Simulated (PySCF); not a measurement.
# RuO2Br, quartet: molecular constants

All numbers come from PySCF, UPBE0, basis Ru def2-TZVP with ECP28, O def2-TZVP, Br def2-TZVP (scalar-relativistic core potentials, no spin–orbit coupling, density fitting).

The structure is a minimum.

```xyz
4
charge 0 multiplicity 4, angstrom
Ru   -0.7364    0.0000    0.0000
O    -1.6420    1.4181    0.0000
O    -1.6420   -1.4181    0.0000
Br    1.6167    0.0000    0.0000
```

```json
{
 "Point group": "C2v",
 "Bond lengths": "Ru–Br 2.353 Å, Ru–O 1.683 Å (×2)",
 "Bond angles": "Br–Ru–O 122.6° (×2), O–Ru–O 114.9°",
 "Entropy at 298.15 K and 1 bar (electronic part: spin only)": "334.9 J/(mol K)",
 "Rotational constants": "0.262, 0.04847, 0.0409 cm⁻¹",
 "Lowest empty level (β)": "-4.96 eV",
 "Enthalpy at 298.15 K above 0 K": "15.95 kJ/mol",
 "Zero-point energy": "16.6 kJ/mol",
 "Highest occupied level (α)": "-8.07 eV",
 "Principal quadrupole moments (Buckingham, traceless) about the centre of mass": "-3.91, -2.40, 6.30 D Å",
 "Spin squared ⟨S²⟩": "3.764",
 "Dipole moment": "1.17 D",
 "Atomisation energy without zero-point energy": "1191 kJ/mol",
 "Rotational symmetry number": "2",
 "Heat capacity Cp at 298.15 K": "66.8 J/(mol K)",
 "Principal polarisabilities": "38.2, 59.3, 85.1 bohr³"
}
```

Harmonic modes (masses in u: Ru 101.904, O 15.995, Br 78.918):
| symmetry | ω (cm⁻¹) | IR (km/mol) | μ (u) |
| --- | --- | --- | --- |
| b1 | 109 | 22.9 | 24.02 |
| b2 | 139 | 1.5 | 21.92 |
| a1 | 252 | 8.3 | 28.60 |
| a1 | 366 | 11.3 | 27.73 |
| b2 | 918 | 114 | 19.01 |
| a1 | 988 | 57.8 | 17.33 |

In C2v the vibrations span b1 + 2b2 + 3a1. Here b1 is antisymmetric to the molecular plane and b2 lies in it.

Charges (e):
```csv
atom,Mulliken,Löwdin,polar tensor,spin (Mulliken),Mayer order to Ru1
Ru1,1.30,0.42,1.38,1.95,–
"O2,3",-0.50,-0.25,-0.50,0.49,1.67
Br4,-0.30,0.08,-0.39,0.07,0.97
```

Mulliken populations on Ru1 (electrons outside its core potential): s 2.34, p 6.24, d 6.09, f 0.03.

Outer orbital energies (eV). α occupied: -13.02, -10.51, -10.47, -10.15, -9.42, -9.39, -8.51, -8.07; empty: -3.50, -2.80, 0.01, 0.09. β occupied: -13.18, -11.95, -11.53, -10.90, -10.17, -9.90, -9.29, -9.25; empty: -4.96, -4.64, -3.24, -2.74.

Formally Ru is in oxidation state +5, d3, with 3 unpaired electrons (the high-spin count). The Mulliken spin on Ru is 1.95. The polar-tensor charge on Ru, 1.38, is far below the formal one.

Only a few start shapes were tried, so a lower isomer may exist. With open d or f shells other occupations or spin states may lie lower. At this level a doublet minimum of C2v symmetry lies 40 kJ/mol below this structure.

The final relaxation and frequency run took 110 s on 4 threads of a shared Arm Neoverse V2 host, with 150 basis functions and 13 gradients; the process peaked at 1.5 GiB.
